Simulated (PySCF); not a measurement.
# How the method changes the shape and vibrations of B2ClH2 cation

Calculated results; nothing here was measured. They come from PySCF 2.14.0, an open-source quantum chemistry program, on an isolated molecule that a program drew, which may never have been made. The molecule is B2ClH2 cation (charge +1, singlet), drawn as the SMILES string `B[B+]Cl`.

The geometry was optimised and harmonic frequencies were computed with HF and MP2, all in the cc-pV(D+d)Z basis, for the commonest isotopes, with a restricted reference for singlets and an unrestricted one otherwise, and a frozen core in MP2. Each result is a local minimum of its method.

Geometry at the HF minimum:
```xyz
5
B2ClH2 cation, angstrom
B    -0.2543    0.1504   -1.7425
B    -1.7956    0.1420   -0.9531
Cl   -3.2318    0.1340   -0.2175
H     0.6795   -0.2118   -1.1066
H    -0.2278    0.5179   -2.8703
```

Lengths of the bonds as drawn, in Å (atoms numbered as above):
| bond | HF | MP2 |
|---|---|---|
| B1-B2 | 1.732 | 1.725 |
| B2-Cl3 | 1.614 | 1.616 |
| B1-H4 | 1.186 | 1.196 |
| B1-H5 | 1.186 | 1.196 |

Rotational constants, in GHz:
| constant | HF | MP2 |
|---|---|---|
| A | 224.5 | 222.1 |
| B | 4.347 | 4.353 |
| C | 4.265 | 4.27 |

Harmonic frequencies in cm^-1, each column in rising order, so a row needn't be the same motion in every method:
| rank | HF | MP2 |
|---|---|---|
| 1 | 251 | 236 |
| 2 | 278 | 259 |
| 3 | 569 | 575 |
| 4 | 789 | 749 |
| 5 | 968 | ? |
| 6 | 1222 | 1160 |
| 7 | 1338 | 1340 |
| 8 | 2764 | 2694 |
| 9 | 2896 | 2827 |

**Estimate the missing MP2 frequency from the HF column.**

A single factor s that minimises the squared misfit of MP2 against s times HF over the other rows is sum(HF x MP2) / sum(HF^2) = 0.9753, with an rms misfit of 20 cm^-1. For rank 5 it gives 0.9753 x 968 = 944 cm^-1. The calculation gives 935 cm^-1, 9 cm^-1 below the estimate. The drawn bonds are on average 0.4 % longer in MP2 than in HF.
